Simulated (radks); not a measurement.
Cd II, configuration [Kr] 4d10 5s1. All-electron calculation, Dirac Kohn-Sham, BLYP, spin-unpolarised, spherical densities, point nucleus. Program: a radial shooting solver on a logarithmic mesh with Libxc functionals.

Normalised radial functions P(r) = r R(r) (large component), r in bohr:

r           4s1/2    5s1/2
0.005046   0.1817   0.0546
0.00673    0.2169   0.0652
0.008976   0.2499   0.0751
0.01188    0.2728   0.0820
0.01584    0.2757   0.0828
0.02113    0.2423   0.0728
0.02818    0.1565   0.0469
0.03758    0.0092   0.0025
0.04973   -0.1805  -0.0545
0.06632   -0.3710  -0.1116
0.08846   -0.4578  -0.1371
0.118     -0.3283  -0.0970
0.1574     0.0479   0.0175
0.2082     0.4950   0.1510
0.2777     0.6972   0.2044
0.3704     0.3512   0.0854
0.494     -0.4291  -0.1563
0.6589    -1.1076  -0.3183
0.8788    -1.2129  -0.2130
1.163     -0.8300   0.1210
1.551     -0.3665   0.4907
2.068     -0.1022   0.6841
2.759     -0.0165   0.6347
3.68      -0.0013   0.4216
4.868     0.0000   0.1992
6.493     0.0000   0.0588
8.661     0.0000   0.0099

4s1/2: eigenvalue -114.55 eV, 3 radial nodes at r = 0.0381, 0.153, 0.426 bohr, <r> = 0.879 bohr, 90 % of the charge inside 1.28 bohr. 5s1/2: eigenvalue -13.163 eV, 4 radial nodes at r = 0.0381, 0.152, 0.413, 1.06 bohr, <r> = 2.65 bohr, 90 % of the charge inside 3.94 bohr.
